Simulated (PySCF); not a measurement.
PySCF job for Te(Br)(SH) (BrHSTe), SMILES S[Te]Br, IEF-PCM-ωB97X/def2-SVP. Coordinates come from a PBE0-D3(BJ)/def2-SVP optimisation. The def2 effective core potentials stand for the cores of Te; spin–orbit coupling is left out. Other conformers were not sampled.

```python
import numpy as np
from pyscf import gto, scf, dft
from pyscf.solvent import pcm

mol = gto.M(
    atom='''
    Te   -0.41652678    0.03171582    0.75182472
    Br    1.51878407    0.55709195   -0.78774814
    S    -1.88413357   -1.17157011   -0.68902194
    H    -1.35191248   -2.40231938   -0.49934947
    ''',
    basis='def2-SVP',
    ecp={'Te': 'def2-svp'},
    charge=0,
    spin=0,
    max_memory=1600,
    verbose=3,
)
mf = dft.RKS(mol, xc='wb97x').density_fit(auxbasis='def2-universal-jkfit')
mf.grids.level = 3
mf.conv_tol = 1e-9
mf.max_cycle = 100
mf.kernel()
res = {}
for name, eps in {'water': 78.355, 'acetonitrile': 35.688, 'toluene': 2.3741}.items():
    s = mf.PCM()
    s.with_solvent.method, s.with_solvent.eps, s.with_solvent.lebedev_order = 'IEF-PCM', eps, 29
    s.kernel(mf.make_rdm1())
    res[name] = (s.e_tot, eps, s.dip_moment(), s.mo_energy, s.converged)
    print(f'{name}: electrostatic solvation free energy {(s.e_tot - mf.e_tot) * 627.509474:.3f} kcal/mol')
```

Output:

```
converged SCF energy = -3240.62564418654

WARN: PCM is an experimental feature. It is still in testing.
Features and APIs may be changed in the future.

converged SCF energy = -3240.63206293976
Dipole moment(X, Y, Z, Debye): -1.16126, -1.60574,  2.22045
water: electrostatic solvation free energy -4.028 kcal/mol

WARN: PCM is an experimental feature. It is still in testing.
Features and APIs may be changed in the future.

converged SCF energy = -3240.6318899817
Dipole moment(X, Y, Z, Debye): -1.15243, -1.59258,  2.20134
acetonitrile: electrostatic solvation free energy -3.919 kcal/mol

WARN: PCM is an experimental feature. It is still in testing.
Features and APIs may be changed in the future.

converged SCF energy = -3240.62852058
Dipole moment(X, Y, Z, Debye): -0.96051, -1.34709,  1.85252
toluene: electrostatic solvation free energy -1.805 kcal/mol
```

Self-consistency was reached.

Cost: around 29 core-seconds (rough).
